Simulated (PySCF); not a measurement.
## Electron correlation in Ga³⁺ (gallium, charge +3)

[Ar] 3d10, closed-shell 1S. All numbers are calculated (PySCF 2.14, the spin-free X2C one-electron Hamiltonian (Gaussian nucleus), in ANO-RCC-VTZP). Frozen: [Ne]; 18 electrons correlated.

| level | correlation energy (mhartree) |
| --- | --- |
| CCSD | -498.89 |
| (T) | -3.92 |
| CCSD(T) | -502.81 |

Diagnostics: T1 = 0.0059, D1 = 0.0106, largest double amplitude 0.019.

Cost of the coupled-cluster step: of the order of 0.4 core-seconds, for 18 correlated electrons.
